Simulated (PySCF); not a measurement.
# C5H7F4P: full NMR table

| Quantity | Value |
| --- | --- |
| Formula | C5H7F4P |
| SMILES | C/C(F)=P/CCC(F)(F)F |
| Point group of the computed structure | C1 |
| Carbon signals | 5 |
| Proton signals | 3 |

Atoms are numbered as in `[CH3:1]/[C:2]([F:3])=[P:4]/[CH2:5][CH2:6][C:7]([F:8])([F:9])[F:10]`. Each H is labelled by its parent atom.

- GFN2-xTB geometry
- σ from GIAO-PBE0/pcSseg-1
- code: PySCF 2.14.0 with density-fitted response routines
- non-relativistic, isolated molecule, single conformer, rapidly exchanging positions averaged

Chemical shifts δ = σref − σ; ¹H (31.72 ppm) and ¹³C (186.93 ppm) against TMS; ¹⁹F (170.95 ppm) vs CFCl3; ³¹P (318.38 ppm) vs H3PO4, all at this level.

| carbon | δC, type | δH (multiplicity) | HMBC from (2–3 bonds) | span of the C tensor (ppm) |
| --- | --- | --- | --- | --- |
| C1 | 27.3, CH3 | 2.54 (m) | – | 45 |
| C2 | 231.3, C | – | H(C1), H(C5) | 291 |
| C5 | 20.5, CH2 | 2.30 (m) | H(C6) | 27 |
| C6 | 36.3, CH2 | 2.24 (m) | H(C5) | 49 |
| C7 | 135.4, C | – | H(C5), H(C6) | 10 |

Other nuclei:
| atoms | nucleus | environment | δ (ppm) | σ (ppm) |
| --- | --- | --- | --- | --- |
| F3 | ¹⁹F | fluorine bonded to C | -11.1 | 182.1 |
| F8/F9/F10 | ¹⁹F | fluorine of a CF3 group | -88.1 | 259.0 |
| P4 | ³¹P | phosphorus bonded to 2 C | 153.7 | 164.6 |

δC 231.3: carbon double-bonded to a heavier main-group atom. δC 135.4: CF3 carbon; 3 electronegative neighbours deshield it. δC 36.3: sp3 CH2; aliphatic region, no heteroatom directly attached. δC 27.3: methyl carbon; a saturated carbon with 1 carbon neighbour and no heteroatom attached. δH 2.54: hydrogen on a methyl carbon.

Splittings by ¹⁹F and ³¹P in the carbon and heteronuclear signals aren't shown, as no couplings were computed. Shifts are as computed. Against solution values, carbons near 30 ppm lie about +3 ppm off and those near 130 ppm about +5 ppm. Of 1211 compounds with measured shifts, 218 miss one by over three times the rms of a fit or turn the order of signals round; such compounds aren't used in these exercises. Unscaled 19F shifts against computed CFCl3 carry errors that often reach 10 to 50 ppm. Experimental scales use liquid or dissolved standards, which lie at an offset from isolated H3PO4. No couplings were computed; multiplicities are counted from neighbouring protons, with m where these are inequivalent, close in shift, in a saturated or five-membered ring or joined by F or P, and br s for small geminal =CH2 splittings.
